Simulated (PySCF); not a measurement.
C₃H₆OS, SMILES C[C@@H]1OCS1.

Geometry: PBE0-D3(BJ)/def2-SVP. The structure was generated by enumeration; whether it is a known compound was not checked.

Calculation: TDA-PBE/def2-SVPD (PySCF).

Vertical excitations. Isolated molecule, no solvent.

```csv
state,energy (eV),λ (nm),f,main pairs
S1,4.04,307,0.001,HOMO→LUMO 99 %
S2,5.15,241,0.002,HOMO−1→LUMO 99 %
S3,5.31,234,0.005,HOMO→LUMO+1 98 %
S4,5.55,224,0.023,HOMO→LUMO+2 99 %
S5,6.15,202,0.028,HOMO→LUMO+3 98 %
S6,6.23,199,0.012,HOMO→LUMO+4 96 %
S7,6.31,196,0.042,HOMO−2→LUMO 91 %
S8,6.43,193,0.007,HOMO−1→LUMO+1 95 %
S9,6.70,185,0.009,HOMO→LUMO+5 86 %
S10,6.76,184,0.035,HOMO−1→LUMO+2 86 %
T1,3.62,342,0,HOMO→LUMO 99 %
T2,4.86,255,0,HOMO→LUMO+1 99 %
T3,4.95,251,0,HOMO−1→LUMO 97 %
T4,5.41,229,0,HOMO→LUMO+2 99 %
```
Triplets are in the Tamm–Dancoff approximation.
